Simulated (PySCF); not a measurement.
# Computed NMR parameters against published values

Geometry:
| atom | x (Å) | y (Å) | z (Å) |
| --- | --- | --- | --- |
| O1 | 1.780 | -1.577 | -0.562 |
| C2 | 1.487 | -0.459 | -0.224 |
| O3 | 2.410 | 0.496 | -0.007 |
| C4 | 0.115 | 0.013 | -0.003 |
| C5 | -1.017 | -0.825 | -0.181 |
| C6 | -2.182 | -0.177 | 0.081 |
| S7 | -1.906 | 1.448 | 0.543 |
| C8 | -0.227 | 1.281 | 0.391 |
| H9 | 3.268 | 0.085 | -0.177 |
| H10 | -0.942 | -1.859 | -0.490 |
| H11 | -3.189 | -0.562 | 0.029 |
| H12 | 0.439 | 2.105 | 0.593 |

Published estimates (parent shift plus substituent increments) and measurements: δ $^{1}$H H12 8.24; H10 7.57; H11 7.34 ppm (estimated from measurements, as parent shift plus tabulated substituent increment; solution, not stated per compound (mostly CDCl3 or CCl4); Pretsch, Buehlmann, Badertscher, Structure Determination of Organic Compounds, 4th ed. (2009)).

PySCF 2.14.0 with density-fitted response routines calculation with shielding tensors at B97-2/pcSseg-2 (GIAO) and coordinates at the PBE0-D3(BJ)/def2-TZVP level; a single conformation, no relativistic terms, no solvent model.

Task: Set the calculated values beside the experiment.

Result: 
Reference values: estimated from measurements, as parent shift plus tabulated substituent increment (solution, not stated per compound (mostly CDCl3 or CCl4); Pretsch, Buehlmann, Badertscher, Structure Determination of Organic Compounds, 4th ed. (2009)).
```tsv
atoms	quantity	reference	computed	computed, scaled
H12	δ $^{1}$H	8.24	8.26	7.89
H10	δ $^{1}$H	7.57	8.04	7.69
H11	δ $^{1}$H	7.34	7.31	7.00
```

Computed shifts are σ(ref) − σ with the named reference compound (TMS for H and C) calculated as an isolated molecule at the same level. The measured values may be among those fitted. Empirical linear scaling, fitted to shifts measured mostly in CDCl3 for H and C (δ vs TMS): $^{1}$H: δ = 29.81 − 0.938σ (rms 0.14 ppm, 293 shifts, 0.16 ppm with the 4 outliers that the fit left out). Occasional misses reach two or three times the rms, and more in compound classes unlike the fitted ones. Hydrogens on heteroatoms aren't scaled, only referred to computed TMS.

Task: How far are the unscaled $^{1}$H shifts from the references?

Result: Mean signed difference +0.15 ppm, mean absolute 0.17 ppm over 3 comparisons; the largest is +0.47 ppm at H10 (hydrogen on an aromatic CH).
